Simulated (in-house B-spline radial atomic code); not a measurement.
Configurations of Mo⁶⁺, with energies counted from [Ar] 3d10 4s2 4p6. All numbers are computed (scalar-relativistic (X2C) RPBE, spin-polarised, spherical fractional occupations; Fermi nucleus of rms radius 4.4091 fm) with a radial B-spline atomic code at the basis-set limit, not measured. Shells without spins written out take the highest spin.

Occupations are held fixed; configurations that lie above the ionisation limit could autoionise.

```csv
configuration,E - E(ref) (eV),highest orbital,its <r> (bohr)
"[Ar] 3d10 4s2 4p(3 up, 2 down) 5s(0 up, 1 down)",59.724,5s down,2.219
"[Ar] 3d10 4s2 4p(3 up, 2 down) 5d(0 up, 1 down)",81.759,5d down,2.915
[Ar] 3d9 4s2 4p6 5s1,259.71,5s up,2.183
[Ne] 3s2 3p5 3d10 4s2 4p6 5s1,416.93,5s up,2.184
[Ne] 3s2 3p5 3d10 4s2 4p6 5p1,425.95,5p up,2.394
[Ne] 3s2 3p5 3d10 4s2 4p6 5d1,439.34,5d up,2.858
```

Q: Order these further configurations by energy, lowest first.
A. [Ar] 3d10 4s2 4p5 5s1
B. [Ar] 3d10 4s2 4p5 4d1
C. [Ar] 3d(5 up, 4 down) 4s2 4p6 5f(1 up, 0 down)
D. [Ar] 3d10 4s1 4p6 4f1
E. [Ar] 3d9 4s2 4p6 5p1

A: B (39.783 eV), A (59.377 eV), D (104.4 eV), E (268.73 eV), C (295.33 eV).

Q: How far above the reference does [Ne] 3s2 3p5 3d10 4s2 4p6 5f1 lie?

A: 452.54 eV; its least bound orbital is 5f up with <r> = 3.632 bohr.

Q: How far above the reference does [Ar] 3d10 4s(0 up, 1 down) 4p6 5s(0 up, 1 down) lie?

A: 87.321 eV; its least bound orbital is 5s down with <r> = 2.206 bohr.
